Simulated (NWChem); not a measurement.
System meant: SnH₃F; SMILES [SnH3][F]

Input file for NWChem:

```
start job
memory heap 200 mb stack 900 mb global 1100 mb
geometry units angstroms noautoz
  Sn     0.000000     0.000000    -0.215010
  F      0.000000     0.000000     1.729381
  H      1.240475    -1.085494    -0.662021
  H      0.319828     1.617030    -0.662021
  H     -1.560303    -0.531536    -0.662021
end
basis spherical
  * library def2-svp
end
ecp
  Sn library def2-ecp
end
dft
  xc b3lyp
  iterations 4
  mulliken
end
task dft energy
```

End of the output:

```
    Atom       Charge   Shell Charges
 -----------   ------   -------------------------------------------------------
    1 Sn  22    21.40   1.18  0.76  0.73  0.41  3.01  2.85  1.34  0.80  9.45  0.86
    2 F    9     9.34   1.98  1.03  0.81  3.21  2.30  0.00
    3 H    1     1.09   0.60  0.46  0.03
    4 H    1     1.09   0.60  0.46  0.03
    5 H    1     1.09   0.60  0.46  0.03

 center of mass
 --------------
 x =   0.00000000 y =   0.00000000 z =  -0.01186073

 moments of inertia (a.u.)
 ------------------
         240.997801877823          -0.000000000000           0.000000000000
          -0.000000000000         240.997801877823           0.000000000000
           0.000000000000           0.000000000000          29.336331695559

     Multipole analysis of the density
     ---------------------------------

     L   x y z        total         alpha         beta         nuclear
     -   - - -        -----         -----         ----         -------
     0   0 0 0     -0.000000    -17.000000    -17.000000     34.000000

     1   1 0 0     -0.000000     -0.000000     -0.000000      0.000000
     1   0 1 0     -0.000000     -0.000000     -0.000000      0.000000
     1   0 0 1     -1.058078     -7.424064     -7.424064     13.790050

     2   2 0 0    -23.189097    -18.871688    -18.871688     14.554279
     2   1 1 0      0.000000      0.000000      0.000000      0.000000
     2   1 0 1     -0.000000      0.000000      0.000000     -0.000000
     2   0 2 0    -23.189097    -18.871688    -18.871688     14.554279
     2   0 1 1     -0.000000     -0.000000     -0.000000      0.000000
     2   0 0 2    -26.011228    -63.915204    -63.915204    101.819180

 ------------------------------------------------------------------------
 dft energy failed                                                                                  0
 ------------------------------------------------------------------------
 ------------------------------------------------------------------------
  current input line :
    21: task dft energy
 ------------------------------------------------------------------------
 ------------------------------------------------------------------------
 This type of error is most commonly associated with calculations not reaching convergence criteria
 ------------------------------------------------------------------------
 For more information see the NWChem manual at https://nwchemgit.github.io

0:dft energy failed:Received an Error in Communication
```

**Question.** What is wrong, and how is it mended?

**Answer.** The run did not converge; its last values are not results. Cause: the SCF was allowed too few iterations. This input runs:
```
start job
memory heap 200 mb stack 900 mb global 1100 mb
geometry units angstroms noautoz
  Sn     0.000000     0.000000    -0.215010
  F      0.000000     0.000000     1.729381
  H      1.240475    -1.085494    -0.662021
  H      0.319828     1.617030    -0.662021
  H     -1.560303    -0.531536    -0.662021
end
basis spherical
  Sn library def2-svp
  F library def2-svp
  H library def2-svp
end
ecp
  Sn library def2-ecp
end
dft
  xc b3lyp
  iterations 150
  mulliken
end
task dft energy
```
It converges to -315.92785 Ha (B3LYP/def2-SVP with def2 effective core potentials on Sn).
